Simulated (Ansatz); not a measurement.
Consider the ligand exchange at the Sn–C bond: `PS[CH2][SnH3]` + H–F → `[F][SnH3]` + `CSP`.

Gas-phase electronic energies from Ansatz, PBE0-D4/def2-TZVP geometries. CCSD(T)/CBS is the MP2 limit (def2-TZVPP, def2-QZVPP) plus CCSD(T) − MP2 in def2-TZVPP, frozen cores. This one scheme is used for every species. DFT in def2-TZVPP. HSE06 is defined as in plane-wave codes. Elements past krypton have def2 core potentials. For Sn outer-core shells are correlated without core-valence functions, which leaves a few kJ/mol of doubt a bond. One conformer a species, not always the lowest.

(1) Is it downhill or uphill in electronic energy at CCSD(T)/CBS, and by how much? (Best estimate.)

(2) What do these levels give: HSE06-D4, revPBE, r2SCAN0, CAM-B3LYP, HF/def2-TZVPP, MP2/def2-QZVPP? (Estimate.)

Largest T1 diagnostic among the species: 0.014.

## Answers

(1) The calculation gave: Downhill: ΔE = -68.1 kJ/mol.

(2) Computed: HSE06-D4 -71.9, revPBE -89.9, r2SCAN0 -83.0, CAM-B3LYP -98.2, HF/def2-TZVPP -108.3, MP2/def2-QZVPP -61.4 kJ/mol.

At CCSD(T), def2-SVP lies −12.3 kJ/mol from the extrapolated value and def2-TZVPP +1.4 kJ/mol. From PBE to PBE0 (25 % exact exchange), in def2-TZVPP and without D4, ΔE moves by +3.3 kJ/mol. Leaving LDA and LC-ωPBE aside and taking each functional with its dispersion term where it has one, the values, not all of them listed here, spread over 24.4 kJ/mol, from B97M-V to PBE-QIDH. LDA lies +18.9 kJ/mol from PBE without D4.
